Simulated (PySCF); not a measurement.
## Spin-rotation constants: SMILES O=C=PCC(F)(F)F, C$_{3}$H$_{2}$F$_{3}$OP

Geometry (Å), atoms numbered from 1 in this order:
```xyz
10

O     2.854    0.965    0.291
C     2.111    0.079    0.264
P     1.222   -1.311    0.326
C    -0.295   -0.626   -0.576
C    -1.033    0.376    0.280
F    -1.356   -0.115    1.482
F    -0.317    1.489    0.498
F    -2.180    0.772   -0.295
H    -0.029   -0.158   -1.524
H    -0.967   -1.466   -0.767
```

The calculation used GIAO HF/pcSseg-1 magnetisability, rotational g tensor and spin-rotation constants, non-relativistic, gas phase in PySCF. Geometry: GFN2-xTB.

(1) Give the nuclear spin-rotation constants along the inertial axes (H = +C I·J) beside the isotropic shieldings.

(2) How do the rotational constants and the g tensor change when H9, H10 are replaced by deuterium?

Results:

(1) Rotational constants 2.9846, 1.1888, 1.0126 GHz. A star marks the isotopologue with that one atom substituted, in its own axes.
```tsv
atom	isotope	Caa (kHz)	Cbb (kHz)	Ccc (kHz)	mean (kHz)	σ (ppm)
P3	31P	1.921	1.411	0.962	1.431	584.6
F6	19F	3.265	1.415	0.782	1.820	293.1
F7	19F	3.957	0.757	1.045	1.920	296.6
F8	19F	2.145	1.307	1.342	1.598	288.1
H9	1H	-0.337	-0.098	-0.001	-0.145	29.2
H10	1H	-0.262	-0.012	-0.116	-0.130	30.0
O1	17O*	-1.010	-0.528	-0.522	-0.687	-137.2
C2	13C*	1.399	0.333	0.594	0.775	-34.1
C4	13C*	0.429	0.137	0.141	0.236	173.2
C5	13C*	0.819	0.331	0.277	0.476	75.6
```
For the geometry as given, no vibrational averaging.

(2) Constants 2.8577, 1.1748, 1.0050 GHz; g -0.0225, -0.0147, -0.0140, against -0.0234, -0.0148, -0.0141 before.
